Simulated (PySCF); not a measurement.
As₂⁺: frontier orbitals

PBE0 at R = 2.187 Å; PySCF, scalar-relativistic core potentials, basis sets As cc-pVTZ-PP with ECP10. State: ²Πu (doublet), unpaired electrons π ↑. Only the outer orbitals are listed.

```json
{"spin": "α", "orbital": "σg", "occ.": "1", "ε (eV)": "-25.96", "main shells (%)": "90 s, 9 p"}
{"spin": "α", "orbital": "σu", "occ.": "1", "ε (eV)": "-21.08", "main shells (%)": "93 s"}
{"spin": "α", "orbital": "πu", "occ.": "1", "ε (eV)": "-14.66", "main shells (%)": "95 p"}
{"spin": "α", "orbital": "σg", "occ.": "1", "ε (eV)": "-14.56", "main shells (%)": "88 p, 11 s"}
{"spin": "α", "orbital": "πu", "occ.": "1", "ε (eV)": "-13.91", "main shells (%)": "96 p"}
{"spin": "α", "orbital": "πg", "occ.": "0", "ε (eV)": "-9.87", "main shells (%)": "99 p"}
{"spin": "α", "orbital": "πg", "occ.": "0", "ε (eV)": "-9.24", "main shells (%)": "98 p"}
{"spin": "α", "orbital": "σu", "occ.": "0", "ε (eV)": "-5.37", "main shells (%)": "106 p"}
{"spin": "β", "orbital": "σg", "occ.": "1", "ε (eV)": "-25.20", "main shells (%)": "90 s, 9 p"}
{"spin": "β", "orbital": "σu", "occ.": "1", "ε (eV)": "-20.57", "main shells (%)": "93 s"}
{"spin": "β", "orbital": "σg", "occ.": "1", "ε (eV)": "-14.34", "main shells (%)": "89 p, 10 s"}
{"spin": "β", "orbital": "πu", "occ.": "1", "ε (eV)": "-13.68", "main shells (%)": "96 p"}
{"spin": "β", "orbital": "πu", "occ.": "0", "ε (eV)": "-11.58", "main shells (%)": "97 p"}
{"spin": "β", "orbital": "πg", "occ.": "0", "ε (eV)": "-9.09", "main shells (%)": "98 p"}
{"spin": "β", "orbital": "πg", "occ.": "0", "ε (eV)": "-8.59", "main shells (%)": "98 p"}
```

**Question.** Which are the highest filled and the lowest empty level, where do they sit, and how wide is the gap?

**Answer.** Highest filled β πu at -13.68 eV (in %: 96 p); lowest empty β πu at -11.58 eV (in %: 97 p); the gap at PBE0 is 2.10 eV. Both belong to one degenerate shell, split only by its one-sided filling, so this is no excitation gap.

| Quantity | Value |
| --- | --- |
| bond order (Mayer) | 2.47 |
| ⟨S²⟩ | 0.752 |
| polarisability along the bond | 74.3 bohr³ |
| polarisability across the bond | 33.2 bohr³ |

Shares are Mulliken populations and can fall outside 0 to 100 %.

Spin–orbit coupling is left out. The state is the lowest determinant that a PBE0 search found; another state may lie lower at other levels.
